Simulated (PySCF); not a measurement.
## Trend along the second period: MCd cations

HF with double-zeta basis sets in PySCF, for the lowest determinant that a PBE0 search found; no spin–orbit coupling. De refers to high-spin ground-configuration atoms (the charge goes to the atom of lower measured ionisation energy or higher electron affinity, which is not always the lowest computed limit). A positive dipole points towards Cd; it is taken about the centre of mass and depends on that origin.

| M | basis | reference | charged atom | state (unpaired electrons) | Re (Å) | ωe (cm⁻¹) | De (eV) | μ (D) |
| --- | --- | --- | --- | --- | --- | --- | --- | --- |
| Be | def2-SVPD | ROHF | Cd+ | doublet (σ ↑) | 2.581 | 344 | 0.99 | -2.09 |
| B | cc-pVDZ-PP/cc-pVDZ | RHF | B+ | singlet (closed shell) | 2.641 | 273 | 1.32 | -2.14 |
| C | cc-pVDZ-PP/cc-pVDZ | ROHF | Cd+ | doublet (π ↑) | 2.314 | 390 | -0.49 | 1.69 |
| O | def2-SVPD | ROHF | Cd+ | doublet (π ↑) | 1.996 | 617 | -0.79 | 6.26 |
| F | cc-pVDZ-PP/cc-pVDZ | RHF | Cd+ | singlet (closed shell) | 1.902 | 675 | 0.45 | 7.18 |

The shortest bond is that of CdF⁺ (1.902 Å), the longest that of CdB⁺ (2.641 Å). CdB⁺ is bound most strongly (1.32 eV) and CdO⁺ least (-0.79 eV).

The rows differ in basis set, which adds steps of its own.

The state changes along the series, so neighbouring rows are not always alike in their bonding.

Spin–orbit coupling is left out. For an ion De counts to the pair picked by the measured ionisation energies or electron affinities, which need not be the lowest pair at this level. Where the molecule has an RHF reference, its open-shell atoms are computed with UHF. UHF is strongly spin-contaminated for CdC⁺, CdO⁺, so the ROHF reference used there is far from stable. Hartree–Fock leaves out correlation, which carries a large part of most bond energies and some tenths to 1 eV of ionisation energies. A negative De means that the minimum lies above the separated atoms at that level. States were picked by a PBE0 search and need not be the measured ground states.
